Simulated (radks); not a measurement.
Results of a calculation; reference values are marked as such.
Removal energies from the terbium ion Tb9+, [Kr] 4d10 4f5 5s2 5p3, by Delta-SCF beside the eigenvalue of the level emptied. Code: a radial shooting solver on a logarithmic mesh with Libxc functionals. Model: scalar-relativistic Kohn-Sham, PBE, spin-polarised, spherical densities, finite nucleus; Fermi nuclear charge, rms radius of each element as measured or else 0.836 A^(1/3) + 0.57 fm. Open shells are filled with parallel spins first.

| removed from | final configuration | Delta-SCF (eV) | -eigenvalue (eV) |
|---|---|---|---|
| 5p | [Kr] 4d10 4f5 5s2 5p2 | 163.58 | 155.13 |
| 4f | [Kr] 4d10 4f4 5s2 5p3 | 175.44 | 161.28 |
| 5s | [Kr] 4d10 4f5 5s1 5p3 | 186.77 | 178.02 |
| 4d | [Kr] 4d9 4f5 5s2 5p3 | 319.26 | 304.60 |
